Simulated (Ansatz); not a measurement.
The cluster Ca₄Se₃, relaxed as a singlet with RKS PBE-D4/def2-SVP in Ansatz, starting from the GFN1-xTB geometry. Force threshold 0.02 eV/Å.

The structure comes from a short search, and lower isomers may exist.

Start:

Cartesian coordinates in Å:
```
Ca 0.273 0.676 -0.590
Ca 1.875 0.692 2.494
Ca -2.190 -1.749 0.921
Ca -0.490 0.454 -3.676
Se 2.752 1.145 0.168
Se -0.588 -0.131 2.179
Se -1.632 -1.087 -1.495
```

Problem. Estimate the energy that the relaxation releases and the steps that it takes.

Solution. 2.42 eV, in 47 steps; 3.4 min on 4 threads of Arm Neoverse V1 on a shared host. The force fell under the threshold at step 24, but the optimiser went on and released 1.513 eV more. No frequencies were taken in this run, so the end may be a saddle point.

Problem. Does the start keep its bonding?

Solution. Bonds formed: Ca4–Se5 (atoms count from 1). Metal–metal contacts that move far: Ca2–Ca4 6.61 to 3.61 Å, Ca3–Ca4 5.37 to 3.61 Å, Ca2–Ca3 5.00 to 3.60 Å. The end is the same structure that another start reached, the lowest one found.

Problem. Predict the relaxed structure.

Solution. 
```xyz
7

Ca    1.3989   -1.2406   -0.1344
Ca    0.1344    1.6396    1.6870
Ca   -2.1706   -0.8211    0.4129
Ca   -0.4374    1.3754   -1.8635
Se    1.9299    1.4958   -0.4226
Se   -0.0914   -1.0708    2.2322
Se   -0.7636   -1.3783   -1.9117
```
Bond lengths (bridged metal pairs left out): 9 × Ca–Se 2.77 to 2.80 Å.
